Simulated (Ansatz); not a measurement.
Program: Ansatz. Geometries: PBE0-D4/def2-TZVP. ΔE: electronic, gas phase. CBS: MP2 limit from def2 TZ/QZ plus the TZ coupled-cluster correction, frozen cores. This one scheme is used for every species. Functionals use def2-TZVPP. Elements past krypton have def2 core potentials. For Sn outer-core shells are correlated without core-valence functions, which leaves a few kJ/mol of doubt a bond. Each species was taken in one conformer, which may not be the lowest.

Consider the ligand exchange at the Sn–O bond: `[OH][Sn]([OH])([Cl])[Cl]` + CH₃OH → `C[O][Sn]([OH])([Cl])[Cl]` + H₂O.

```tsv
level	ΔE (kcal/mol)
PBE	1.0
MP2/CBS(def2)	-1.5
```

(1) What does CCSD(T)/CBS give? (An estimate is asked.)

Largest T1 diagnostic among the species: 0.013.

Answers

(1) Ansatz gave: -1.1 kcal/mol. The listed levels differ from it by 2.1, -0.4 kcal/mol.

The D4 term adds −1.5 kcal/mol with B3LYP and −0.9 kcal/mol with PBE0; it sums over pairs of atoms, weighted by their polarisabilities, and B3LYP, whose exchange is more repulsive, gets the larger term. In def2-TZVPP, CCSD(T) changes the Hartree–Fock value by −2.1 kcal/mol (the triples alone add −0.4 kcal/mol) and MP2 by −2.4 kcal/mol.

B3LYP here is the variant with VWN-RPA as its local correlation; programs differ in this.
